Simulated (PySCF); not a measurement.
**Electric properties by functional and basis**

C3H8GaN.
Numbering: `[CH3:1][C:2]#[N+:3][GaH2-:4][CH3:5]` (hydrogens: H6, H7, H8 on C1; H9, H10 on Ga4; H11, H12, H13 on C5)

PySCF, dipoles from the SCF density, polarisabilities from static response with core orbitals frozen. Geometry: PBE0-D3(BJ)/def2-SVP; no solvent, vibrations or thermal averaging. The LDA/def2-SVPD calculation is non-relativistic and has no spin–orbit coupling, an omission that weighs most on gallium.

The anisotropy is √(½[(α1 − α2)² + (α2 − α3)² + (α3 − α1)²]).

| level | μ (D) | α (Å³) | anisotropy (Å³) |
| --- | --- | --- | --- |
| LDA/def2-SVPD | 7.257 | 12.77 | 5.25 |
| PBE/def2-SVPD | 7.223 | 12.45 | 5.06 |
| B3LYP/def2-SVPD | 7.402 | 11.87 | 4.21 |
| PBE0/def2-SVPD | 7.434 | 11.71 | 4.20 |
| BHandHLYP/def2-SVPD | 7.598 | 11.23 | 3.63 |
| CAM-B3LYP/def2-SVPD | 7.524 | 11.54 | 3.76 |
| wB97X-D/def2-SVPD | 7.542 | 11.56 | 3.74 |
| LC-wPBE/def2-SVPD | 7.561 | 11.15 | 3.58 |
| HF/def2-SVPD | 7.889 | 10.64 | 3.19 |
| PBE0/6-31G* | 7.307 | 9.67 | 4.19 |
| PBE0/def2-SVP | 7.395 | 10.00 | 4.16 |
| PBE0/aug-cc-pVDZ | 7.385 | 11.91 | 4.15 |
| PBE0/def2-TZVP | 7.421 | 11.19 | 4.29 |
| PBE0/def2-TZVPD | 7.419 | 11.89 | 4.19 |

The dipole runs from 7.22 D (PBE/def2-SVPD) to 7.89 D (HF/def2-SVPD). No reference polarisability is at hand; against PBE0 in the largest diffuse basis at hand (def2-TZVPD) the other PBE0 rows deviate by 6-31G* -19%, def2-SVP -16%, def2-SVPD -1%, aug-cc-pVDZ 0%, def2-TZVP -6%. In one basis (def2-SVPD) the functionals order the polarisability from HF (lowest) to LDA (highest), a spread of 20%. With PBE0 the polarisability is 10.29 Å³ without diffuse functions (mean of 6-31G*, def2-SVP and def2-TZVP) and 11.83 Å³ with them (mean of def2-SVPD, aug-cc-pVDZ and def2-TZVPD).
